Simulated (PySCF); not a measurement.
AlH2Cl, SMILES [AlH2][Cl]. Atoms are numbered in the order given.

```xyz
4

Al     0.0000     0.0000     1.0735
H      0.0000    -1.3914     1.7993
H      0.0000     1.3914     1.7993
Cl     0.0000     0.0000    -1.0326
```
Charge 0, spin multiplicity 1.

Geometry: B3LYP-D3(BJ)/def2-TZVP.

These are B3LYP/def2-TZVPD (PySCF) values and carry that method's errors.

Gas-phase values at a fixed geometry.

The total energy is -703.94576 hartree, the point group is C2v and the highest occupied level is -8.40 eV. The lowest empty level is -1.90 eV. The orbital gap is 6.50 eV, the dipole moment comes out as 1.33 D and the quadrupole, principal values (traceless, Buckingham form, about the centre of nuclear charge) comes out as -3.60, -1.70, 5.30 D·Å. The mean static polarisability comes out as 43.0 bohr³ (6.37 Å³) and the polarisability, principal values is 36.0, 42.4, 50.4 bohr³.
